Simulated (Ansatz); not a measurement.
Geometry optimisation, Ansatz 0.2.0, RKS PBE-D4/def2-SVP.

The input (input.yaml):

```yaml
crystal:
  periodic: [false, false, false]
  atoms:
    - { symbol: "N", position_ang: [-0.9071, 1.1711, -0.517] }
    - { symbol: Ge, position_ang: [0.2692, -0.1788, -0.3609] }
    - { symbol: "N", position_ang: [0.2792, -0.7569, 1.3966] }
    - { symbol: F, position_ang: [-0.128, -1.4948, -1.4077] }
    - { symbol: H, position_ang: [-0.8986, 1.5392, -1.5357] }
    - { symbol: H, position_ang: [-0.6072, 2.0138, 0.068] }
    - { symbol: H, position_ang: [1.7079, 0.3278, -0.7656] }
    - { symbol: H, position_ang: [1.0083, -1.5517, 1.4387] }
    - { symbol: H, position_ang: [-0.6352, -1.1162, 1.6665] }
basis:
  gaussian: { orbitals: def2-SVP }
hamiltonian:
  xc: pbe
  dispersion: d4
relax:
  f_tol: 0.015
  max_steps: 40
```

Launched with:

```bash
$ ansatz run input.yaml --threads 2 --pin off --max-ram 3072MiB --backend cpu --events-out ev --progress --plain --runs-dir out
```

**Question.** Where does it end, and by what steps?

**Answer.** The forces met the threshold. After 8 steps the energy has fallen by 0.332 eV; H7 moved furthest, 0.27 Å.

| step | energy less start (eV) | largest force component (eV/Å) | accepted |
| --- | --- | --- | --- |
| 0 | 0.0000 | 2.458 | yes |
| 1 | -0.2729 | 0.905 | yes |
| 2 | -0.3208 | 0.192 | yes |
| 3 | -0.3239 | 0.207 | yes |
| 4 | -0.3239 | 0.288 | no |
| 5 | -0.3309 | 0.069 | yes |
| 6 | -0.3319 | 0.054 | yes |
| 7 | -0.3322 | 0.020 | yes |
| 8 | -0.3323 | 0.004 | yes |

```xyz
9
Properties=species:S:1:pos:R:3
N -0.889 1.157 -0.496
Ge 0.384 -0.158 -0.380
N 0.304 -0.754 1.342
F -0.162 -1.329 -1.590
H -1.076 1.462 -1.458
H -0.681 1.983 0.076
H 1.870 0.115 -0.739
H 0.974 -1.490 1.586
H -0.636 -1.033 1.642
```

Time of the run: 12 s on 2 threads of AMD EPYC 9R14 (Zen 4), on a shared host, peak memory 0.16 GiB.
